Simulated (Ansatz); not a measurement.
Species: BSiH₂F₂, charge 0, multiplicity 2. SMILES: FB(F)[SiH2]
Structure (B3LYP-D3(BJ)/def2-TZVP (Ansatz, a first-principles code) minimum search):
```
B
F 1 1.3265
F 1 1.3265 2 116.86
Si 1 1.9906 2 121.51 3 176.18
H 4 1.4770 1 117.75 2 21.24
H 4 1.4770 5 113.35 1 -143.14
```
Charge 0, spin multiplicity 2.

Quantity: enthalpy of formation at 298 K, in kcal/mol. Conventions: 6-311+G** with 5d, 6d on Na to Ar in Ansatz; no dispersion term unless named; frozen cores in correlated levels; six Cartesian d functions in 6-31G* and its kin unless marked 5d; non-relativistic; UHF or UKS for open shells; no spin-orbit coupling. CBS(X,Y): correlation extrapolated as X^-3; Hartree-Fock from the larger set. Ab initio and DFT rows: single points at B3LYP-D3(BJ) geometries (Ansatz), with unscaled harmonic terms from B3LYP/6-31G* (Ansatz) at its own minima, enthalpies of formation by atomisation with measured atoms.

Coupled cluster (Ansatz) is a level with limits of its own, used here on species with T1 under 0.025 (0.045 for open shells) and stable references: CCSD(T)/CBS(aug-cc-pV(T+d)Z,aug-cc-pV(Q+d)Z).

Value to compare with, CCSD(T)/CBS(aug-cc-pV(T+d)Z,aug-cc-pV(Q+d)Z) (Ansatz): -126.0 kcal/mol.

| level | program | enthalpy of formation at 298 K (kcal/mol) | difference |
|---|---|---|---|
| HF/STO-3G | Ansatz | -74.1 | 51.9 |
| HF/6-311+G** | Ansatz | 6.1 | 132.1 |
| B3LYP/STO-3G | Ansatz | -235.0 | -109.0 |
| MP2/3-21G | Ansatz | -56.1 | 69.9 |
| MP2/6-31G* | Ansatz | -102.6 | 23.4 |
| MP2/6-311+G** | Ansatz | -106.1 | 19.9 |
| PBE0/def2-TZVPD | Ansatz | -123.5 | 2.5 |

Among the 6 habitual levels, HF/6-311+G** lies farthest from CCSD(T)/CBS(aug-cc-pV(T+d)Z,aug-cc-pV(Q+d)Z) (Ansatz) (132.1 kcal/mol) and MP2/6-311+G** nearest (19.9); 5 of 6 lie above it, and their mean absolute difference is 67.7 kcal/mol, the median 60.9. One case shows no general order.

The levels are drawn from those run, B3LYP/6-31G* more often than the rest, none by its result; left out are runs that failed, that the program found above a lower state of the same kind, or whose <S^2> lies over 0.5 above the pure value.
